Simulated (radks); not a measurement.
Values are calculated unless marked as measured or tabulated.
Question: Species: the nickel ion Ni7+. Configuration: [He] 2s2 2p5 3s2 3p6 3d4 (not the ground configuration). Code: a radial shooting solver on a logarithmic mesh with Libxc functionals. Model: scalar-relativistic Kohn-Sham, LDA (Slater exchange, Perdew-Wang correlation), spin-polarised, spherical densities, finite nucleus; open shells are filled with parallel spins first; Fermi nuclear charge, rms radius 3.7757 fm. Some entries of the table are withheld. Estimate them.

| orbital | occ. | eigenvalue (eV) | r(max) (bohr) |
|---|---|---|---|
| 1s up | 1 | -8429.503 | 0.03546 |
| 1s down | 1 | -8424.537 | 0.03545 |
| 2s up | 1 | -1181.256 | 0.2034 |
| 2s down | 1 | -1170.320 | 0.2033 |
| 2p up | 3 | (1) | 0.1630 |
| 2p down | 2 | (2) | 0.1630 |
| 3s up | 1 | -261.0273 | 0.6127 |
| 3s down | 1 | -254.0027 | 0.6159 |
| 3p up | 3 | (3) | 0.6072 |
| 3p down | 3 | (4) | 0.6117 |
| 3d up | 4 | (5) | 0.5339 |
| 3d down | 0 | (6) | 0.5429 |

Answer: 
(1) 2p up eigenvalue (eV): -1052.107
(2) 2p down eigenvalue (eV): -1040.859
(3) 3p up eigenvalue (eV): -220.7724
(4) 3p down eigenvalue (eV): -213.7367
(5) 3d up eigenvalue (eV): -155.2412
(6) 3d down eigenvalue (eV): -147.8600
